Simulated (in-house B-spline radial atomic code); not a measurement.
Ionising the nickel ion Ni⁷⁺ with different functionals

Computed with a radial B-spline atomic code at the basis-set limit: four-component Dirac-Coulomb Hamiltonian, Fermi nucleus of rms radius 3.7757 fm, spin-restricted, spherical fractional occupations for the functionals, and exact exchange of hybrids averaged over the configuration. The ionisation energy is the difference of two self-consistent energies, [Ar] 3d3 → [Ar] 3d2, without Breit or QED terms; ε is the level of the shell that loses the electron (mean over j). The electron is taken from both j subshells in proportion to 2j + 1, so the result is a j average, not the step between ground levels.

```
   method                    rung  ΔSCF (eV)  -ε(3d) (eV)
     PBE0           global hybrid     160.75       150.17
BHandHLYP           global hybrid          ?            ?
    wB97X  range-separated hybrid          ?            ?
    HSE06  range-separated hybrid     160.69       149.69
```

What does wB97X give?

ΔSCF 160.45 eV, and -ε(3d) = 152.08 eV.

What does BHandHLYP give?

ΔSCF 160.69 eV, and -ε(3d) = 154.25 eV.

Among the functionals, which spreads more, the ΔSCF values or the orbital energies?

The orbital energies: ΔSCF values span about 0.30 eV and the orbital energies 4.56 eV; here energy differences depend much less on the functional than eigenvalues do.

How do they compare with the NIST value?

NIST lists 162 eV ± 2.1 (tabulated theory, ground level to ground level). Errors run from -1.55 to -1.25 eV; all lie within about twice that uncertainty, so the table can't rank the methods.
